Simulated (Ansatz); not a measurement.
`[NH2][Mg][SH]` + CH₃OH → `C[O][Mg][NH2]` + H₂S  (ligand exchange at a Mg–S bond)

Computed with Ansatz on PBE0-D4/def2-TZVP structures; ΔE is electronic, products minus reactants. CCSD(T)/CBS is the MP2 limit (def2-TZVPP, def2-QZVPP) plus CCSD(T) − MP2 in def2-TZVPP, frozen cores. This one scheme is used for every species. Functionals use def2-TZVPP. B3LYP here is the variant with VWN-RPA as its local correlation; programs differ in this. HSE06 is defined as in plane-wave codes. For Mg outer-core shells are correlated without core-valence functions, which leaves a few kJ/mol of doubt a bond. One conformer a species, not always the lowest.

```tsv
level	ΔE (kJ/mol)	difference from CCSD(T)/CBS
LDA (SPW92)	19.4	3.4
PBE-D4	22.8	6.8
BLYP-D4	11.5	-4.5
B97M-V	21.1	5.1
PBE0-D4	25.1	9.1
B3LYP-D4	14.2	-1.8
r2SCANh-D4	20.1	4.1
r2SCAN0-D4	21.7	5.7
HSE06-D4	25.9	9.9
CAM-B3LYP-D4	10.9	-5.1
ωB97X-V	17.4	1.4
ωB97M-V	18.6	2.6
B2PLYP	14.5	-1.5
PBE	23.3	7.3
revPBE	24.4	8.4
BLYP	12.7	-3.3
r2SCAN	19.2	3.2
PBE0	25.6	9.6
r2SCANh	20.3	4.3
r2SCAN0	21.9	5.9
HSE06	26.2	10.2
BHLYP	16.6	0.6
CAM-B3LYP	11.3	-4.7
LC-ωPBE	16.8	0.8
RPA@PBE/def2-TZVPP	14.5	-1.5
HF/def2-SVP	6.6	-9.4
MP2/def2-SVP	0.4	-15.6
CCSD/def2-SVP	0.5	-15.5
CCSD(T)/def2-SVP	1.1	-14.9
HF/def2-TZVPP	21.4	5.4
MP2/def2-TZVPP	15.7	-0.3
SCS-MP2/def2-TZVPP	13.0	-3.0
CCSD/def2-TZVPP	16.3	0.3
CCSD(T)/def2-TZVPP	17.3	1.3
HF/def2-QZVPP	19.3	3.3
MP2/def2-QZVPP	14.2	-1.8
SCS-MP2/def2-QZVPP	11.8	-4.2
HF/CBS(def2)	19.0	3.0
MP2/CBS(def2)	14.4	-1.6
CCSD/CBS(def2)	15.0	-1.0
CCSD(T)/CBS	16.0	0
```

Largest T1 diagnostic among the species: 0.010.

At CCSD(T), def2-SVP lies −14.9 kJ/mol from the extrapolated value and def2-TZVPP +1.3 kJ/mol. From BLYP to BHLYP (50 % exact exchange), in def2-TZVPP and without D4, ΔE moves by +3.8 kJ/mol. In def2-TZVPP, CCSD(T) changes the Hartree–Fock value by −4.1 kJ/mol (the triples alone add +1.1 kJ/mol) and MP2 by −5.7 kJ/mol.
